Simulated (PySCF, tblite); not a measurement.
Isomers of C6H12SSi2, one GFN2-xTB conformer each. Single-point energies are computed at PBE0/pcSseg-1 (PySCF, gas phase, no added dispersion term), electronic only.

```json
{"SMILES": "C#C[Si@]1(C)C[C@H](S[SiH3])C1", "GFN2-xTB relative energy (kcal/mol)": "19.3"}
{"SMILES": "C#C[SiH2][C@@H]1CCCS[SiH2]1", "GFN2-xTB relative energy (kcal/mol)": "0.0"}
```

Conformers: `[CH:1]#[C:2][Si@:3]1([CH3:4])[CH2:5][C@H:6]([S:7][SiH3:8])[CH2:9]1` with C5–C6–S7–Si8 65°, C2–Si3–C5–C6 -124°, Si3–C5–C6–S7 135°, C5–C6–C9–Si3 -14°, C2–Si3–C9–C6 122°; `[CH:1]#[C:2][SiH2:3][C@@H:4]1[CH2:5][CH2:6][CH2:7][S:8][SiH2:9]1` with C2–Si3–C4–C5 -59°, Si3–C4–C5–C6 175°, C4–C5–C6–C7 73°, C5–C6–C7–S8 -76°, C6–C7–S8–Si9 58°.

Task: What does PBE0/pcSseg-1 give for the same structures?

Result: 
```tsv
SMILES	PBE0/pcSseg-1 E (Eh)	PBE0/pcSseg-1 (kcal/mol)	GFN2-xTB (kcal/mol)	point group
C#C[SiH2][C@@H]1CCCS[SiH2]1	-1212.27128	0.0	0.0	C1
C#C[Si@]1(C)C[C@H](S[SiH3])C1	-1212.25206	12.1	19.3	C1
```

Both levels put the same isomer lowest. As drawn, the higher has a four-membered ring, which the lower lacks.

Task: Which frontier levels, dipoles and rotational constants go with these structures?

Result: 
```tsv
SMILES	HOMO (eV, PBE0/pcSseg-1)	LUMO (eV)	dipole (D)	A, B, C (MHz)
C#C[SiH2][C@@H]1CCCS[SiH2]1	-6.69	-0.18	2.25	2068, 540.3, 452.2
C#C[Si@]1(C)C[C@H](S[SiH3])C1	-6.64	-0.26	2.22	1921, 466.7, 438.0
```

Task: What happens when harmonic zero-point energies from GFN2-xTB frequencies are added?

Result: 
```json
{"SMILES": "C#C[SiH2][C@@H]1CCCS[SiH2]1", "ZPE (kcal/mol)": "96.9", "electronic (kcal/mol)": "0.0", "with ZPE (kcal/mol)": "0.0"}
{"SMILES": "C#C[Si@]1(C)C[C@H](S[SiH3])C1", "ZPE (kcal/mol)": "96.4", "electronic (kcal/mol)": "12.1", "with ZPE (kcal/mol)": "11.6"}
```

The zero-point energies span 0.5 kcal/mol. The order is unchanged.
